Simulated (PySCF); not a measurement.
C2H10N2Si (charge +1 and doublet state).
Numbering: `[CH3:1][NH:2][SiH2:3][NH+:4][CH3:5]` (hydrogens: H6, H7, H8 on C1; H9 on N2; H10, H11 on Si3; H12 on N4; H13, H14, H15 on C5)

Cartesian coordinates in Å at the GFN2-xTB level; atoms count from 1:
```xyz
15
C2H10N2Si angstrom
C     -2.6543    0.2404   -0.2170
N     -1.3098    0.5178    0.1610
Si    -0.0434   -0.6159    0.5357
N      1.3315   -0.1890   -0.4428
C      2.6734    0.0392   -0.0248
H     -2.8385    0.4911   -1.2686
H     -2.8829   -0.8099   -0.0586
H     -3.3428    0.8597    0.3672
H     -1.0876    1.5037    0.0898
H     -0.4808   -1.9374    0.1035
H      0.3150   -0.4062    1.9328
H      1.1934    0.0403   -1.4200
H      2.9487    1.0968   -0.1141
H      3.3650   -0.5107   -0.6720
H      2.8089   -0.2761    1.0060
```

The hyperfine couplings belong to this conformer and change with its torsions.

The calculation used PySCF 2.14.0, UKS B3LYP, pcH-1 on C H N Si, non-relativistic, mean-field spin-orbit, GIAO. One conformer (not necessarily the lowest) at the GFN2-xTB geometry, without solvent, vibrations or thermal averaging. Couplings are sensitive to structure, and on GFN2-xTB geometries they can be far from those on DFT ones, by a factor of two or more for some ions and for spin on atoms past the first row. The SCF solution wasn't tested for stability.

Computed for the main isotopes (class means, splittings of 0.05 mT or more): g = 2.0037; H10/H11 1H +92.4 MHz (3.29 mT); H6 (×6) 1H +67.2 MHz (2.40 mT); H9/H12 1H -30.0 MHz (1.07 mT); N2/N4 14N +16.3 MHz (0.58 mT); 315 first-order lines, 25.42 mT wide.

(1) What changes when 1H at H6 (×6) is replaced by 2H at all these sites?

(2) What changes when 14N at N2/N4 is replaced by 15N at both sites?

(3) Where do the 29Si satellites of Si3 appear, and how strong are they?

(4) Where do the 13C satellites of C1/C5 appear, and how strong are they?

Answers

(1) At a fixed geometry a is proportional to g_N: 0.85744/5.58569 = 0.1535, so a goes from +67.2 to +10.3 MHz (0.368 mT). The spin goes from 1/2 to 1, so the 1:6:15:20:15:6:1 septet becomes a 13-line multiplet. The spectrum then has 585 first-order lines over 15.46 mT.

(2) Only the nuclear moment changes in this model. The ratio of g factors is -0.56638/0.40376 = -1.4028, so a goes from +16.3 to -22.8 MHz (0.814 mT). The spin goes from 1 to 1/2, so the 1:2:3:2:1 quintet becomes a 1:2:1 triplet. The spectrum then has 189 first-order lines over 24.73 mT.

(3) a = +56.9 MHz, or 2.03 mT in magnitude, and I = 1/2, so to first order each main line has two satellites, at ±1.02 mT. The isotope's abundance is about 4.7 %, shared among 2 lines, so each has 2.5 % of the main line's intensity.

(4) a = -18.5 MHz (class mean), or 0.66 mT in magnitude, and I = 1/2, so to first order each main line has two satellites, at ±0.33 mT. The isotope's abundance is about 1.07 % at each of 2 sites, shared among 2 lines, so each has 1.1 % of the main line's intensity.

Means are taken over nuclei equivalent by connectivity, which assumes that they swap fast. The six 1H nuclei of mean +67.2 MHz run from 1.4 to 103.5 MHz in the frozen geometry.
